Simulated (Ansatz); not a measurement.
`[NH2][Al]([OH])[CH]=O` + HBr → `[NH2][Al]([OH])[Br]` + `C=O`  (ligand exchange at the Al–C bond)

Isolated molecules relaxed with PBE0-D4/def2-TZVP in Ansatz; ΔE leaves out vibrations. CCSD(T)/CBS adds triple-zeta CCSD(T) − MP2 to the extrapolated MP2 energy (def2 sets, frozen cores). This one scheme is used for every species. DFT in def2-TZVPP. B3LYP here is the variant with VWN-RPA as its local correlation; programs differ in this. HSE06 is defined as in plane-wave codes. For Br outer-core shells are correlated without core-valence functions, which leaves a few kJ/mol of doubt a bond. Scalar relativity is left out up to krypton. Each species was taken in one conformer, which may not be the lowest.

| level | ΔE (kJ/mol) | difference from CCSD(T)/CBS |
| --- | --- | --- |
| PBE-D4 | -162.6 | 14.7 |
| BLYP-D4 | -159.9 | 17.4 |
| r2SCANh-D4 | -179.0 | -1.7 |
| PBE | -162.4 | 14.9 |
| B3LYP | -169.3 | 8.0 |
| HSE06 | -174.0 | 3.3 |
| CCSD/def2-SVP | -177.8 | -0.5 |
| CCSD(T)/def2-SVP | -175.3 | 2.0 |
| SCS-MP2/def2-TZVPP | -180.5 | -3.2 |
| CCSD/CBS(def2) | -180.0 | -2.7 |
| CCSD(T)/CBS | -177.3 | 0 |

Largest T1 diagnostic among the species: 0.015.

From BLYP to BHLYP (50 % exact exchange), in def2-TZVPP and without D4, ΔE moves by −21.4 kJ/mol. In def2-TZVPP, CCSD(T) changes the Hartree–Fock value by +20.2 kJ/mol (the triples alone add +2.6 kJ/mol) and MP2 by +12.0 kJ/mol.
